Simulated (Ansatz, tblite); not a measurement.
Removing and adding an electron: `[Cu][S]c1ccc(C#Cc2ccc(C#Cc3ccccc3)cc2)cc1`. Charge 0, multiplicity 1. Geometry: PBE-D4/def2-SVP. Ansatz, gas phase; energy differences of separate SCF runs; the oxidised species was run as a doublet alone; the reduced species was run as a doublet alone.

```xyz
37

Cu   -9.3698    4.6284    0.8121
S    -8.2630    5.2243   -0.9039
C    -6.7825    4.2778   -0.6714
C    -6.0607    3.8667   -1.8186
C    -4.8652    3.1581   -1.6980
C    -4.3398    2.8182   -0.4232
C    -3.1345    2.0788   -0.3016
C    -2.0868    1.4335   -0.2031
C    -0.8877    0.6821   -0.0982
C    -0.2922    0.4242    1.1670
C     0.8795   -0.3217    1.2675
C     1.5106   -0.8489    0.1083
C     2.6985   -1.6204    0.2102
C     3.7228   -2.3022    0.2956
C     4.9015   -3.0933    0.3913
C     5.4849   -3.6661   -0.7698
C     6.6408   -4.4476   -0.6704
C     7.2403   -4.6741    0.5801
C     6.6737   -4.1111    1.7362
C     5.5173   -3.3288    1.6489
C     0.9169   -0.5898   -1.1569
C    -0.2534    0.1577   -1.2578
C    -5.0641    3.2357    0.7262
C    -6.2505    3.9555    0.6013
H    -6.4585    4.1060   -2.8160
H    -4.3202    2.8442   -2.6003
H    -0.7709    0.8251    2.0722
H     1.3296   -0.5129    2.2524
H     5.0127   -3.4873   -1.7467
H     7.0803   -4.8861   -1.5794
H     8.1495   -5.2897    0.6537
H     7.1391   -4.2854    2.7184
H     5.0711   -2.8869    2.5517
H     1.3960   -0.9906   -2.0619
H    -0.7031    0.3496   -2.2428
H    -4.6740    2.9855    1.7236
H    -6.7880    4.2914    1.5034
```

The xTB rows come from tblite. Single mean-field runs in def2-TZVP are fitted with def2-universal-jkfit. HOMO above LUMO, or a gap near zero within one spin, warns that the state may not be the lowest or that an electron is smeared out.

Estimate orbital energies and vertical ionisation energies and electron affinities at: GFN1-xTB; GFN2-xTB; PBE-D4/def2-TZVP; r2SCANh-D4/def2-TZVP; PBE0-D4/def2-TZVP.


```tsv
level	−HOMO (eV)	vertical IE (eV)	−LUMO (eV)	vertical EA (eV)	HOMO–LUMO gap (eV)	IE − EA (eV)	remarks
GFN1-xTB	10.58	12.18	8.44	6.89	2.14	5.29	–
GFN2-xTB	9.30	11.07	7.38	5.72	1.92	5.35	–
PBE-D4/def2-TZVP	4.78	6.33	3.67	1.92	1.10	4.41	gap within one spin near zero (-1 doublet), restricted SCF unstable in HF (singlet)
r2SCANh-D4/def2-TZVP	5.15	6.45	3.12	1.78	2.03	4.67	restricted SCF unstable in HF (singlet)
PBE0-D4/def2-TZVP	5.51	6.58	2.79	1.60	2.72	4.98	restricted SCF unstable in HF (singlet)
```

Relaxing the oxidised species (PBE-D4/def2-SVP) changes its energy by -0.10 eV at PBE-D4/def2-TZVP, so the adiabatic ionisation energy to this nearest minimum is 6.23 eV. At PBE0-D4/def2-TZVP it is 6.48 eV.  Relaxing the reduced species (PBE-D4/def2-SVP) changes its energy by -0.03 eV at PBE-D4/def2-TZVP, so the adiabatic electron affinity to this nearest minimum is 1.96 eV. At PBE0-D4/def2-TZVP it is 1.60 eV.     Raw xTB energy differences between charge states are shifted by several eV; the methods need an empirical correction for them. Sets without diffuse functions give affinities that are too small.
